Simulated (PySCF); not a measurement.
# Reading the logs of faulty runs: AlB2GeH6

Calculated results; nothing here was measured. The program is PySCF 2.14.0, an open-source quantum chemistry code, run on an isolated molecule that a program drew, which may never have been made. The molecule is AlB2GeH6 (charge 0, doublet), drawn as the SMILES string `[BH][AlH][BH][GeH3]`.

Each row is a Hartree-Fock (HF) and frozen-core CCSD(T) single point in the cc-pV(D+d)Z basis, meant for a local HF minimum. Run 1 is clean. Each other run has one planted mistake out of seven kinds, and not every kind appears here: one electron removed, one electron added, multiplicity raised by two, geometry at a saddle point, minimal basis STO-3G, one bond length entered in bohr, all coordinates scaled. The reference is restricted for singlets and unrestricted otherwise, and also for a bond in bohr. Adding or removing an electron swaps singlet and doublet. Electrons count all cores. HOMO and LUMO are orbital energies over both spins, the gradient is its largest component, and the lowest frequency (negative if imaginary) is given only where the gradient is small. Bond lengths are over the 9 bonds as drawn. T1 is the CCSD diagnostic: over 0.02 (restricted) or 0.045 (unrestricted) a single reference is doubtful. Germanium has the cc-pVDZ-PP basis, with a core potential (ECP10MDF) in place of its 10 inner electrons, and its 3s, 3p and 3d shells are frozen in CCSD(T).

Geometry of the clean run:
```xyz
10
AlB2GeH6, angstrom
B     1.7714    0.3284   -2.3229
Al    0.6661    0.5430   -0.5970
B    -0.9832   -0.7545   -0.1357
Ge   -0.8798   -2.5539    0.9318
H     2.4066    0.2046   -3.3220
H     1.1018    1.6999    0.3989
H    -2.0992   -0.4841   -0.4994
H    -1.1666   -3.7177   -0.0341
H    -1.9328   -2.6035    2.0503
H     0.4904   -2.8237    1.5752
```

| run | electrons | basis functions | <S^2> | HOMO (eV) | LUMO (eV) | gradient (hartree/bohr) | lowest frequency (cm^-1) | mean bond (Å) | longest bond (Å) | T1 | HF (hartree) | CCSD(T) (hartree) | mistake |
|---|---|---|---|---|---|---|---|---|---|---|---|---|---|
| 1 | 61 | 104 | 0.760 | -8.21 | 0.58 | 5.9e-06 | 37 | 1.6556 | 2.149 | 0.0167 | -588.02745 | -588.40448 | no fault |
| 2 | 61 | 104 | 0.762 | -8.12 | 0.55 | 2.7e-02 | - | 1.7516 | 2.273 | 0.0173 | -588.00503 | -588.38604 | all coordinates scaled |
| 3 | 60 | 104 | 0.000 | -13.94 | -6.16 | 4.7e-02 | - | 1.6556 | 2.149 | 0.0228 | -587.76513 | -588.13081 | one electron removed |
| 4 | 61 | 104 | 1.622 | -7.91 | 0.07 | 6.6e-03 | - | 1.8125 | 3.000 | 0.0462 | -587.93380 | -588.30294 | one bond length entered in bohr |
| 5 | 61 | 104 | 3.784 | -7.74 | -0.97 | 2.8e-02 | - | 1.6556 | 2.149 | 0.0258 | -587.95350 | -588.32294 | ? |
| 6 | 62 | 104 | 0.000 | -0.64 | 4.98 | 3.1e-02 | - | 1.6556 | 2.149 | 0.0316 | -588.01229 | -588.43338 | ? |

**Which mistake was planted in run 5, and what did it cost?**

Electrons, basis and geometry are unchanged, and <S^2> is 3.784, beside S(S+1) = 3.75 for a multiplicity of 4. So the mistake is: multiplicity raised by two. Subtracting run 1 and multiplying by 627.51 kcal/mol a hartree, the energy moved by 46.4 kcal/mol in HF and 51.2 kcal/mol in CCSD(T).

**Which mistake was planted in run 6, and what did it cost?**

It counts 62 electrons, one more than the clean run, at the same geometry and basis. So the mistake is: one electron added. Subtracting run 1 and multiplying by 627.51 kcal/mol a hartree, the energy moved by 9.5 kcal/mol in HF and -18.1 kcal/mol in CCSD(T).

Cautions from the logs. Run 3: T1 is over the limit, so its CCSD(T) energy is less reliable; run 4: T1 is over the limit, so its CCSD(T) energy is less reliable; run 6: T1 is over the limit, so its CCSD(T) energy is less reliable.
